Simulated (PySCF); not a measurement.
C2H10O2Si3, SMILES COC(=O)[SiH2][SiH2][SiH3], GFN2-xTB optimised geometry.

```
17

C      3.40     1.70     1.42
O      3.02     0.40     0.97
C      1.76     0.22     0.60
O      0.93     1.10     0.64
Si     1.39    -1.56     0.00
Si    -0.92    -1.56     0.00
Si    -1.85     0.57     0.00
H      3.30     2.42     0.61
H      4.43     1.62     1.74
H      2.75     2.00     2.25
H      2.19    -2.42     0.88
H      2.06    -1.64    -1.30
H     -1.37    -2.38    -1.14
H     -1.38    -2.36     1.15
H     -3.30     0.47    -0.30
H     -1.30     1.42    -1.05
H     -1.77     1.23     1.30
```

Density from PBE/def2-SVP (PySCF) at that geometry.

Minimum of the electron density along straight lines between bonded atoms, close to the bond critical point (lines longer than 1.1 times the sum of covalent radii, or with two minima, are not listed):

```json
[
 {"bond": "C1–O2", "length / Å": "1.426", "ρ at the minimum / e bohr⁻³": "0.244", "∇²ρ there / e bohr⁻⁵": "-0.37", "position (fraction from the first atom)": "0.35"},
 {"bond": "O2–C3", "length / Å": "1.329", "ρ at the minimum / e bohr⁻³": "0.306", "∇²ρ there / e bohr⁻⁵": "-0.24", "position (fraction from the first atom)": "0.67"},
 {"bond": "C3–O4", "length / Å": "1.215", "ρ at the minimum / e bohr⁻³": "0.405", "∇²ρ there / e bohr⁻⁵": "0.32", "position (fraction from the first atom)": "0.33"},
 {"bond": "C3–Si5", "length / Å": "1.915", "ρ at the minimum / e bohr⁻³": "0.107", "∇²ρ there / e bohr⁻⁵": "0.31", "position (fraction from the first atom)": "0.62"},
 {"bond": "C1–H8", "length / Å": "1.092", "ρ at the minimum / e bohr⁻³": "0.279", "∇²ρ there / e bohr⁻⁵": "-1.06", "position (fraction from the first atom)": "0.64"},
 {"bond": "C1–H9", "length / Å": "1.087", "ρ at the minimum / e bohr⁻³": "0.283", "∇²ρ there / e bohr⁻⁵": "-1.09", "position (fraction from the first atom)": "0.64"},
 {"bond": "C1–H10", "length / Å": "1.092", "ρ at the minimum / e bohr⁻³": "0.280", "∇²ρ there / e bohr⁻⁵": "-1.07", "position (fraction from the first atom)": "0.65"},
 {"bond": "Si5–H11", "length / Å": "1.466", "ρ at the minimum / e bohr⁻³": "0.115", "∇²ρ there / e bohr⁻⁵": "0.31", "position (fraction from the first atom)": "0.49"},
 {"bond": "Si5–H12", "length / Å": "1.469", "ρ at the minimum / e bohr⁻³": "0.114", "∇²ρ there / e bohr⁻⁵": "0.30", "position (fraction from the first atom)": "0.49"},
 {"bond": "Si6–H13", "length / Å": "1.475", "ρ at the minimum / e bohr⁻³": "0.113", "∇²ρ there / e bohr⁻⁵": "0.31", "position (fraction from the first atom)": "0.49"},
 {"bond": "Si6–H14", "length / Å": "1.476", "ρ at the minimum / e bohr⁻³": "0.112", "∇²ρ there / e bohr⁻⁵": "0.30", "position (fraction from the first atom)": "0.49"},
 {"bond": "Si7–H15", "length / Å": "1.474", "ρ at the minimum / e bohr⁻³": "0.114", "∇²ρ there / e bohr⁻⁵": "0.30", "position (fraction from the first atom)": "0.49"},
 {"bond": "Si7–H16", "length / Å": "1.460", "ρ at the minimum / e bohr⁻³": "0.117", "∇²ρ there / e bohr⁻⁵": "0.32", "position (fraction from the first atom)": "0.49"},
 {"bond": "Si7–H17", "length / Å": "1.459", "ρ at the minimum / e bohr⁻³": "0.117", "∇²ρ there / e bohr⁻⁵": "0.31", "position (fraction from the first atom)": "0.49"}
]
```
